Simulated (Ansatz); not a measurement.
CH5BOS can be A, `CB(O)S`, or B, `BSCO`.

Calculated with Ansatz (gas phase, PBE0-D4/def2-TZVP geometries, no zero-point term in ΔE). CCSD(T)/CBS adds triple-zeta CCSD(T) − MP2 to the extrapolated MP2 energy (def2 sets, frozen cores). DFT in def2-TZVPP. B3LYP here is the variant with VWN-RPA as its local correlation; programs differ in this. Each species was taken in one conformer, which may not be the lowest.

A:

Z-matrix (Å, degrees):
```
C
B 1 1.565
H 1 1.094 2 110.8
H 1 1.094 2 111.3 3 118.3
H 1 1.091 2 111.4 3 -120.6
O 2 1.359 1 119.2 3 118.3
S 2 1.829 1 122.6 3 -61.5
H 6 0.961 2 115.1 1 -179.8
H 7 1.341 2 96.8 1 -0.2
```

B:

Z-matrix (Å, degrees):
```
C
S 1 1.834
O 1 1.389 2 113.0
H 1 1.090 2 106.8 3 -117.3
H 1 1.094 2 106.9 3 125.4
B 2 1.754 1 103.7 3 -104.3
H 3 0.962 1 108.7 2 64.4
H 6 1.195 2 120.5 1 -1.2
H 6 1.192 2 117.0 1 178.8
```

Problem. Which isomer does CCSD(T)/CBS put lower? Give the gap. (An estimate is asked.)

Solution. Computed: A, by 61.2 kcal/mol.

Problem. Give E(B) − E(A) in kcal/mol with ωB97M-V, MP2/def2-TZVPP, BLYP-D4, B3LYP, HF/def2-TZVPP, CCSD/def2-TZVPP, PBE0-D4. (Best estimate.)

Solution. Computed: ωB97M-V 61.6, MP2/def2-TZVPP 62.7, BLYP-D4 58.5, B3LYP 60.2, HF/def2-TZVPP 62.1, CCSD/def2-TZVPP 62.0, PBE0-D4 60.5. None reverses the order clearly.

Problem. Does the order hold for the free energy at 298.15 K (harmonic terms from PBE0-D4)? (Estimate.)

Solution. Ansatz gave: Yes: G(B) − G(A) = +61.3 kcal/mol, for one conformer each. Modes under 60 cm⁻¹, often nearly free rotors, make the harmonic entropy too high.

Largest T1 diagnostic: 0.014.

At CCSD(T), def2-SVP lies +3.3 kcal/mol from the extrapolated value and def2-TZVPP +0.1 kcal/mol. From PBE to PBE0 (25 % exact exchange), in def2-TZVPP and without D4, E(B) − E(A) moves by +1.8 kcal/mol.
